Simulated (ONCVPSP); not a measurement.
## u(r) = r·R(r): atom against pseudo-atom (manganese (Mn))

Columns: radius, all-electron u(r) and pseudo u(r) of the 3p shell (level -50.38 eV) of manganese in the configuration [Ne] 3s2 3p6 3d6 4s1; LDA (Perdew-Wang 92), scalar-relativistic, ONCV scheme, ONCVPSP 4.0.1.

```json
{"r (bohr)": "0.090", "all-electron": "-0.4628", "pseudo": "0.0435"}
{"r (bohr)": "0.180", "all-electron": "-0.5526", "pseudo": "0.1664"}
{"r (bohr)": "0.270", "all-electron": "-0.2150", "pseudo": "0.3481"}
{"r (bohr)": "0.360", "all-electron": "0.2372", "pseudo": "0.5583"}
{"r (bohr)": "0.450", "all-electron": "0.6292", "pseudo": "0.7635"}
{"r (bohr)": "0.540", "all-electron": "0.9028", "pseudo": "0.9339"}
{"r (bohr)": "0.630", "all-electron": "1.0591", "pseudo": "1.0501"}
{"r (bohr)": "0.720", "all-electron": "1.1205", "pseudo": "1.1050"}
{"r (bohr)": "0.810", "all-electron": "1.1142", "pseudo": "1.1039"}
{"r (bohr)": "0.900", "all-electron": "1.0640", "pseudo": "1.0595"}
{"r (bohr)": "0.990", "all-electron": "0.9882", "pseudo": "0.9868"}
{"r (bohr)": "1.080", "all-electron": "0.8998", "pseudo": "0.8995"}
{"r (bohr)": "1.170", "all-electron": "0.8073", "pseudo": "0.8072"}
{"r (bohr)": "1.260", "all-electron": "0.7164", "pseudo": "0.7163"}
{"r (bohr)": "1.350", "all-electron": "0.6303", "pseudo": "0.6302"}
{"r (bohr)": "1.440", "all-electron": "0.5509", "pseudo": "0.5508"}
{"r (bohr)": "1.530", "all-electron": "0.4789", "pseudo": "0.4788"}
{"r (bohr)": "1.620", "all-electron": "0.4146", "pseudo": "0.4145"}
{"r (bohr)": "1.710", "all-electron": "0.3576", "pseudo": "0.3576"}
{"r (bohr)": "1.800", "all-electron": "0.3076", "pseudo": "0.3075"}
{"r (bohr)": "1.890", "all-electron": "0.2639", "pseudo": "0.2639"}
{"r (bohr)": "1.980", "all-electron": "0.2260", "pseudo": "0.2260"}
{"r (bohr)": "2.070", "all-electron": "0.1932", "pseudo": "0.1932"}
{"r (bohr)": "2.160", "all-electron": "0.1649", "pseudo": "0.1649"}
{"r (bohr)": "2.250", "all-electron": "0.1406", "pseudo": "0.1406"}
{"r (bohr)": "2.340", "all-electron": "0.1198", "pseudo": "0.1197"}
```

(1) How many radial nodes do the two functions have?

(2) At about which radius was the pseudo-wave matched?

(3) Is the pseudo-wave norm-conserving?

Answers

(1) The all-electron 3p function has n − l − 1 = 1; the pseudo-wave has 0, since the states of the same l below it are removed with the core.

(2) 1.20 bohr. The columns agree to 0.0005 from 1.08 bohr on; several derivatives are matched, so the curves merge somewhat inside the radius.

(3) Yes: the ONCV scheme keeps the norm inside the radius equal to the all-electron one, which fixes the energy derivative of the logarithmic derivative at the level.
